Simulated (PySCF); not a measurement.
water (H2O), SMILES O. Heavy atoms are numbered as in [OH2:1]. Hydrogens are named by the atom that carries them.

Coordinates come from a B3LYP-D3(BJ)/def2-TZVP optimisation.

All values below come from HF/pcSseg-2 (PySCF).

GIAO shieldings, no solvent; atoms alike by connectivity are averaged. δ = σ(ref) − σ: ¹H against TMS (σ = 31.98 ppm), references at their B3LYP-D3(BJ)/def2-TZVP geometries, non-relativistic.

Computed chemical shifts:
```
nucleus    atoms  count  δ (ppm)
-------  -------  -----  -------
¹H       H on O1      2     1.68
```
